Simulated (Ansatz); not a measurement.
# Nudged elastic band run: C₂H₇FN₂Zn

The input (input.yaml):

```yaml
crystal:
  periodic: [false, false, false]
  atoms:
    - { symbol: C, position_ang: [-0.99755, -1.363343, 0.616701] }
    - { symbol: "N", position_ang: [-0.918658, -0.14845, -0.180733] }
    - { symbol: C, position_ang: [0.220054, 0.703118, -0.002014] }
    - { symbol: "N", position_ang: [1.546728, 0.105972, 0.111723] }
    - { symbol: F, position_ang: [0.051909, 1.335951, 1.264785] }
    - { symbol: Zn, position_ang: [0.402438, 2.223126, -1.272447] }
    - { symbol: H, position_ang: [-0.954806, -1.093445, 1.691334] }
    - { symbol: H, position_ang: [-0.189678, -2.114436, 0.424242] }
    - { symbol: H, position_ang: [-1.972105, -1.860122, 0.442122] }
    - { symbol: H, position_ang: [-1.132148, -0.300455, -1.168455] }
    - { symbol: H, position_ang: [1.611074, -0.478496, 0.961326] }
    - { symbol: H, position_ang: [1.723957, -0.50706, -0.694782] }
    - { symbol: H, position_ang: [0.629185, 3.46284, -2.179002] }
basis:
  gaussian: { orbitals: def2-SVP }
hamiltonian:
  xc: pbe
  dispersion: d4
neb:
  order_check: false
  images: 9
  f_tol: 0.03
  max_iterations: 46
  final_atoms:
    - { symbol: C, position_ang: [-1.14886217, -1.22470485, 0.64905221] }
    - { symbol: "N", position_ang: [-0.83961443, -0.14882638, -0.29336663] }
    - { symbol: C, position_ang: [0.40637393, 0.56218468, -0.08641852] }
    - { symbol: "N", position_ang: [1.56511067, -0.26081874, -0.16636651] }
    - { symbol: F, position_ang: [0.286768, 1.12357312, 1.24696745] }
    - { symbol: Zn, position_ang: [0.28871654, 2.17014141, -1.24906884] }
    - { symbol: H, position_ang: [-1.11232262, -0.81275771, 1.67569293] }
    - { symbol: H, position_ang: [-0.46785484, -2.11186314, 0.60612407] }
    - { symbol: H, position_ang: [-2.17967465, -1.5887845, 0.46638203] }
    - { symbol: H, position_ang: [-0.84975965, -0.50184303, -1.25729199] }
    - { symbol: H, position_ang: [1.56649248, -0.98000273, 0.57467182] }
    - { symbol: H, position_ang: [2.42614546, 0.28696021, -0.05315248] }
    - { symbol: H, position_ang: [0.07888128, 3.45194167, -2.09842555] }
  initial_path:
    images:
      - { positions_ang: [[-0.99755, -1.363343, 0.616701], [-0.918658, -0.14845, -0.180733], [0.220054, 0.703118, -0.002014], [1.546728, 0.105972, 0.111723], [0.051909, 1.335951, 1.264785], [0.402438, 2.223126, -1.272447], [-0.954806, -1.093445, 1.691334], [-0.189678, -2.114436, 0.424242], [-1.972105, -1.860122, 0.442122], [-1.132148, -0.300455, -1.168455], [1.611074, -0.478496, 0.961326], [1.723957, -0.50706, -0.694782], [0.629185, 3.46284, -2.179002]] }
      - { positions_ang: [[-1.01486664, -1.34330448, 0.60728131], [-0.91465467, -0.12575495, -0.19918922], [0.22794611, 0.70894615, 0.02555625], [1.55929053, 0.07942034, 0.09282378], [0.0706621, 1.31010055, 1.29594277], [0.34153695, 2.21902686, -1.27884485], [-0.98559917, -1.06473555, 1.68124934], [-0.2172018, -2.08820386, 0.41050962], [-2.00172207, -1.81276619, 0.42382647], [-1.05812309, -0.30788906, -1.182896], [1.67032701, -0.44096933, 0.97089262], [1.75007649, -0.42004974, -0.75166215], [0.59272824, 3.25137927, -2.08068994]] }
      - { positions_ang: [[-1.03218328, -1.32326596, 0.59786162], [-0.91065134, -0.10305991, -0.21764544], [0.23583822, 0.71477429, 0.05312649], [1.57185306, 0.05286867, 0.07392456], [0.08941521, 1.2842501, 1.32710055], [0.2806359, 2.21492772, -1.2852427], [-1.01639234, -1.0360261, 1.67116468], [-0.2447256, -2.06197171, 0.39677724], [-2.03133914, -1.76541039, 0.40553093], [-0.98409818, -0.31532312, -1.19733701], [1.72958003, -0.40344267, 0.98045924], [1.77619597, -0.33303949, -0.8085423], [0.55627148, 3.03991855, -1.98237787]] }
      - { positions_ang: [[-1.04949992, -1.30322744, 0.58844193], [-0.90664801, -0.08036486, -0.23610166], [0.24373032, 0.72060244, 0.08069674], [1.5844156, 0.02631701, 0.05502533], [0.10816831, 1.25839965, 1.35825832], [0.21973486, 2.21082859, -1.29164054], [-1.04718551, -1.00731665, 1.66108002], [-0.27224939, -2.03573957, 0.38304486], [-2.06095621, -1.71805458, 0.3872354], [-0.91007326, -0.32275718, -1.21177801], [1.78883304, -0.365916, 0.99002586], [1.80231546, -0.24602923, -0.86542245], [0.51981471, 2.82845782, -1.88406581]] }
      - { positions_ang: [[-1.06681655, -1.28318892, 0.57902225], [-0.90264467, -0.05766982, -0.25455788], [0.25162243, 0.72643058, 0.10826698], [1.59697813, -0.00023465, 0.03612611], [0.12692141, 1.2325492, 1.3894161], [0.15883381, 2.20672945, -1.29803839], [-1.07797868, -0.9786072, 1.65099536], [-0.29977319, -2.00950742, 0.36931249], [-2.09057327, -1.67069877, 0.36893987], [-0.83604835, -0.33019124, -1.22621902], [1.84808605, -0.32838933, 0.99959249], [1.82843494, -0.15901898, -0.9223026], [0.48335795, 2.6169971, -1.78575374]] }
      - { positions_ang: [[-1.08413319, -1.2631504, 0.56960256], [-0.89864134, -0.03497477, -0.2730141], [0.25951454, 0.73225873, 0.13583723], [1.60954066, -0.02678632, 0.01722689], [0.14567452, 1.20669875, 1.42057387], [0.09793276, 2.20263031, -1.30443624], [-1.10877186, -0.94989775, 1.64091069], [-0.32729699, -1.98327528, 0.35558011], [-2.12019034, -1.62334297, 0.35064433], [-0.76202344, -0.3376253, -1.24066002], [1.90733906, -0.29086266, 1.00915911], [1.85455443, -0.07200872, -0.97918275], [0.44690119, 2.40553637, -1.68744168]] }
      - { positions_ang: [[-1.09707899, -1.25546129, 0.58549249], [-0.88683596, -0.05774509, -0.27708461], [0.28888642, 0.69824392, 0.09138608], [1.60065466, -0.0735928, -0.01949179], [0.17389322, 1.19007363, 1.38585259], [0.13608952, 2.19613253, -1.29336276], [-1.10948201, -0.92246974, 1.64786714], [-0.35540856, -2.00899285, 0.4056889], [-2.1320872, -1.61643128, 0.37379187], [-0.77957068, -0.37046884, -1.24398641], [1.83916975, -0.42869068, 0.92226165], [1.96887263, -0.00021493, -0.7939767], [0.37329721, 2.61481743, -1.76963845]] }
      - { positions_ang: [[-1.11002479, -1.24777218, 0.60138242], [-0.87503058, -0.08051541, -0.28115511], [0.3182583, 0.66422911, 0.04693493], [1.59176867, -0.12039929, -0.05621047], [0.20211191, 1.1734485, 1.3511313], [0.17424628, 2.18963475, -1.28228928], [-1.11019216, -0.89504173, 1.65482359], [-0.38352013, -2.03471042, 0.45579769], [-2.14398407, -1.60951958, 0.39693941], [-0.79711793, -0.40331239, -1.24731281], [1.77100043, -0.56651869, 0.83536419], [2.08319084, 0.07157885, -0.60877064], [0.29969323, 2.82409849, -1.85183523]] }
      - { positions_ang: [[-1.12297058, -1.24008307, 0.61727235], [-0.8632252, -0.10328574, -0.28522562], [0.34763017, 0.6302143, 0.00248378], [1.58288267, -0.16720577, -0.09292915], [0.23033061, 1.15682337, 1.31641002], [0.21240303, 2.18313697, -1.2712158], [-1.11090231, -0.86761372, 1.66178004], [-0.4116317, -2.060428, 0.50590648], [-2.15588093, -1.60260789, 0.42008695], [-0.81466517, -0.43615593, -1.2506392], [1.70283111, -0.70434671, 0.74846673], [2.19750905, 0.14337264, -0.42356459], [0.22608924, 3.03337955, -1.934032]] }
      - { positions_ang: [[-1.13591638, -1.23239396, 0.63316228], [-0.85141981, -0.12605606, -0.28929612], [0.37700205, 0.59619949, -0.04196737], [1.57399667, -0.21401226, -0.12964783], [0.2585493, 1.14019824, 1.28168874], [0.25055979, 2.17663919, -1.26014232], [-1.11161246, -0.84018572, 1.66873649], [-0.43974327, -2.08614557, 0.55601528], [-2.16777779, -1.5956962, 0.44323449], [-0.83221241, -0.46899948, -1.25396559], [1.6346618, -0.84217472, 0.66156928], [2.31182725, 0.21516643, -0.23835853], [0.15248526, 3.24266061, -2.01622878]] }
      - { positions_ang: [[-1.14886217, -1.22470485, 0.64905221], [-0.83961443, -0.14882638, -0.29336663], [0.40637393, 0.56218468, -0.08641852], [1.56511067, -0.26081874, -0.16636651], [0.286768, 1.12357312, 1.24696745], [0.28871654, 2.17014141, -1.24906884], [-1.11232262, -0.81275771, 1.67569293], [-0.46785484, -2.11186314, 0.60612407], [-2.17967465, -1.5887845, 0.46638203], [-0.84975965, -0.50184303, -1.25729199], [1.56649248, -0.98000273, 0.57467182], [2.42614546, 0.28696021, -0.05315248], [0.07888128, 3.45194167, -2.09842555]] }
```

Run as:

```bash
$ ansatz run input.yaml --threads 2 --pin off --max-ram 3072MiB --backend cpu --events-out ev --progress --plain --runs-dir out
```

Output, in part (warnings, iteration lines, the closing report on the highest movable image, with atoms numbered from 0):

```
NEB end point (image 0): max|allowed force component| = 9.210e-3 eV/Å (the criterion of neb.relax_end_points is 1.000e-2)
NEB end point (image 10): max|allowed force component| = 6.567e-3 eV/Å (the criterion of neb.relax_end_points is 1.000e-2)
NEB iter   1: max|band force component| = 1.845e2 eV/Å  barrier→ = 50.6280 eV  barrier← = 50.7746 eV  Δτ_max = 0.2000 Å  (354 SCF iters)
NEB iter   2: max|band force component| = 7.702e1 eV/Å  barrier→ = 23.6246 eV  barrier← = 23.7711 eV  Δτ_max = 0.2000 Å  (309 SCF iters)
NEB iter   3: max|band force component| = 5.225e1 eV/Å  barrier→ = 13.4951 eV  barrier← = 13.6416 eV  Δτ_max = 0.2000 Å  (289 SCF iters)
NEB iter   4: max|band force component| = 2.683e1 eV/Å  barrier→ = 6.2415 eV  barrier← = 6.3880 eV  Δτ_max = 0.1930 Å  (298 SCF iters)
NEB iter   5: max|band force component| = 1.289e1 eV/Å  barrier→ = 2.8921 eV  barrier← = 3.0386 eV  Δτ_max = 0.1987 Å  (293 SCF iters)
NEB iter   6: max|band force component| = 6.289e0 eV/Å  barrier→ = 1.2818 eV  barrier← = 1.4283 eV  Δτ_max = 0.1988 Å  (294 SCF iters)
NEB iter   7: max|band force component| = 4.350e0 eV/Å  barrier→ = 0.8741 eV  barrier← = 1.0207 eV  Δτ_max = 0.2000 Å  (278 SCF iters)
NEB iter   8: max|band force component| = 3.557e0 eV/Å  barrier→ = 0.6817 eV  barrier← = 0.8282 eV  Δτ_max = 0.1969 Å  (273 SCF iters)
NEB iter   9: max|band force component| = 2.547e0 eV/Å  barrier→ = 0.4551 eV  barrier← = 0.6017 eV  Δτ_max = 0.2000 Å  (271 SCF iters)
NEB iter  10: max|band force component| = 1.625e0 eV/Å  barrier→ = 0.2957 eV  barrier← = 0.4422 eV  Δτ_max = 0.1976 Å  (281 SCF iters)
NEB iter  11: max|band force component| = 1.053e0 eV/Å  barrier→ = 0.1263 eV  barrier← = 0.2728 eV  Δτ_max = 0.1938 Å  (267 SCF iters)
NEB iter  12: max|band force component| = 1.228e0 eV/Å  barrier→ = 0.1272 eV  barrier← = 0.2738 eV  Δτ_max = 0.1690 Å  (264 SCF iters)
NEB iter  13: max|band force component| = 1.294e0 eV/Å  barrier→ = 0.1254 eV  barrier← = 0.2720 eV  Δτ_max = 0.1992 Å  (271 SCF iters)
NEB iter  14: max|band force component| = 1.197e0 eV/Å  barrier→ = 0.1558 eV  barrier← = 0.3023 eV  Δτ_max = 0.2000 Å  (265 SCF iters)
NEB iter  15: max|band force component| = 1.192e0 eV/Å  barrier→ = 0.1959 eV  barrier← = 0.3424 eV  Δτ_max = 0.2000 Å  (273 SCF iters)
NEB iter  16: max|band force component| = 9.541e-1 eV/Å  barrier→ = 0.1924 eV  barrier← = 0.3389 eV  Δτ_max = 0.1943 Å  (267 SCF iters)
NEB iter  17: max|band force component| = 7.358e-1 eV/Å  barrier→ = 0.1943 eV  barrier← = 0.3408 eV  Δτ_max = 0.1959 Å  (275 SCF iters)
NEB iter  18: max|band force component| = 7.057e-1 eV/Å  barrier→ = 0.1097 eV  barrier← = 0.2562 eV  Δτ_max = 0.2000 Å  (286 SCF iters)
NEB iter  19: max|band force component| = 3.875e-1 eV/Å  barrier→ = 0.0832 eV  barrier← = 0.2297 eV  CI = image 6  Δτ_max = 0.1995 Å  (276 SCF iters)
NEB iter  20: max|band force component| = 8.192e-1 eV/Å  barrier→ = 0.0757 eV  barrier← = 0.2222 eV  CI = image 6  Δτ_max = 0.1004 Å  (269 SCF iters)
NEB iter  21: max|band force component| = 3.409e-1 eV/Å  barrier→ = 0.0629 eV  barrier← = 0.2094 eV  CI = image 6  Δτ_max = 0.1196 Å  (274 SCF iters)
NEB iter  22: max|band force component| = 1.828e-1 eV/Å  barrier→ = 0.0579 eV  barrier← = 0.2044 eV  CI = image 6  Δτ_max = 0.0402 Å  (279 SCF iters)
NEB iter  23: max|band force component| = 8.567e-2 eV/Å  barrier→ = 0.0572 eV  barrier← = 0.2037 eV  CI = image 6  Δτ_max = 0.0337 Å  (290 SCF iters)
NEB iter  24: max|band force component| = 6.313e-2 eV/Å  barrier→ = 0.0571 eV  barrier← = 0.2036 eV  CI = image 6  Δτ_max = 0.0083 Å  (290 SCF iters)
NEB iter  25: max|band force component| = 2.073e-2 eV/Å  barrier→ = 0.0570 eV  barrier← = 0.2035 eV  CI = image 6  Δτ_max = 0.0000 Å  (773 SCF iters)
Total energy: -56274.50201486 eV, -2068.0498048187 hartree
Atom 0 at    -1.165245    -1.173645     0.694704 Å, force     0.000308    -0.000637     0.001708 eV/Å
Atom 1 at    -0.782972    -0.181172    -0.308092 Å, force     0.000089    -0.005762     0.002019 eV/Å
Atom 2 at     0.438607     0.575749    -0.043962 Å, force     0.009763     0.000756    -0.021097 eV/Å
Atom 3 at     1.635643    -0.148561     0.059328 Å, force    -0.013191    -0.001007     0.008031 eV/Å
Atom 4 at     0.157934     1.204547     1.238777 Å, force    -0.000139     0.002353     0.002334 eV/Å
Atom 5 at     0.276150     2.183274    -1.187087 Å, force     0.002523     0.000604     0.007656 eV/Å
Atom 6 at    -1.288807    -0.661415     1.667296 Å, force    -0.000583     0.000134     0.001106 eV/Å
Atom 7 at    -0.438073    -2.014029     0.844445 Å, force    -0.000651     0.000575     0.000039 eV/Å
Atom 8 at    -2.137260    -1.626893     0.415546 Å, force    -0.000379    -0.000036    -0.000373 eV/Å
Atom 9 at    -0.685640    -0.621490    -1.230927 Å, force     0.000017     0.003813     0.000085 eV/Å
Atom 10 at     1.614191    -1.098325     0.437346 Å, force     0.006146     0.001239    -0.001749 eV/Å
Atom 11 at     2.398711     0.049040    -0.579967 Å, force    -0.002342    -0.000404     0.000833 eV/Å
Atom 12 at    -0.002840     3.478121    -1.992607 Å, force    -0.001562    -0.001630    -0.000593 eV/Å
Dipole moment:     0.251869    -0.472518    -0.378694 e Å
```

The forces met the threshold. A vibrational analysis at the climbing image gives one clearly imaginary mode, 373i cm⁻¹: a first-order saddle point.

Final band (atoms are numbered from 1 in the order of the input):

```tsv
image	path coordinate (Å)	energy (kcal/mol)	height of N4 over the plane of its neighbours (Å)
0	0.00	0.0	0.38
1	0.32	0.0	0.38
2	0.65	0.1	0.37
3	0.97	0.3	0.36
4	1.30	0.5	0.35
5	1.62	0.9	0.31
6	1.95	1.3	0.16
7	2.21	-0.2	-0.10
8	2.47	-2.8	-0.30
9	2.73	-3.3	-0.36
10	2.99	-3.4	-0.37
```

The run took 14 min on 2 threads of Arm Neoverse V1, on a shared host, peak memory 0.2 GiB.
